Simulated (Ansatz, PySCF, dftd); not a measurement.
System: Si₂H₅Cl, charge 0, singlet. Si2H5Cl (SMILES Cl[SiH2][SiH3]).
B3LYP-D3(BJ)/def2-TZVP minimum from Ansatz (an electronic-structure program):
```xyz
8

Si     1.8336    -0.1803     0.3602
Si    -0.4717    -0.5895     0.4220
Cl    -1.4238     0.7904    -0.8061
H      2.5353    -1.1551     1.2312
H      2.3267    -0.3230    -1.0293
H      2.1079     1.1928     0.8434
H     -1.0245    -0.4330     1.7860
H     -0.8068    -1.9416    -0.0778
```

Property: enthalpy of formation at 298 K (by atomisation, with rigid-rotor harmonic-oscillator terms from PySCF's Hessian at B3LYP-D3(BJ)/def2-TZVP and the atoms' measured values of the G2/97 table; no spin-orbit terms), in kJ/mol. Open shells are spin-unrestricted; no spin-orbit coupling. Correlated methods leave the cores frozen. Rows without X2C or -DK are non-relativistic. CBS(X,Y): correlation extrapolated as X^-3, Hartree-Fock from the larger set. A bracket is a step between two methods taken in the basis named. Functionals run without relativity, which enters their misses. Double hybrids freeze cores in their MP2 part. 'core' is core correlation in cc-pwCVTZ (1s frozen past Ne), 'X2C' scalar relativity in cc-pVTZ-DK, both at CCSD(T). Where a partner has so few electrons that a lower coupled-cluster level is exact, that level stands in.

```csv
level,program,enthalpy of formation at 298 K (kJ/mol),difference against the last row
HF/cc-pV(D+d)Z,Ansatz,449.9,563.8
r2SCAN-D4/def2-TZVPD,Ansatz + dftd4,-107.6,6.3
B3LYP/def2-TZVPD,Ansatz,-69.8,44.1
PBE0-D4/def2-TZVPD,Ansatz + dftd4,-77.7,36.2
CAM-B3LYP-D4/def2-TZVPD,Ansatz + dftd4,-103.3,10.6
wB97M-V/def2-TZVPD,Ansatz,-107.6,6.3
B2PLYP-D3(BJ)/def2-TZVPD,Ansatz + dftd3,-74.3,39.6
MP2/cc-pV(D+d)Z,Ansatz,90.2,204.1
"MP2/CBS(cc-pV(T+d)Z,cc-pV(Q+d)Z)",Ansatz,-102.9,11.0
CCSD/cc-pV(T+d)Z,Ansatz,-25.6,88.3
"CCSD/CBS(cc-pV(T+d)Z,cc-pV(Q+d)Z)",Ansatz,-96.2,17.7
CCSDT(Q)/cc-pV(D+d)Z,Ansatz,74.3,188.2
"CCSD(T)/CBS(cc-pV(T+d)Z,cc-pV(Q+d)Z) + [CCSDT(Q) - CCSD(T)]/cc-pV(D+d)Z + core + X2C",Ansatz,-113.9,0.0
```
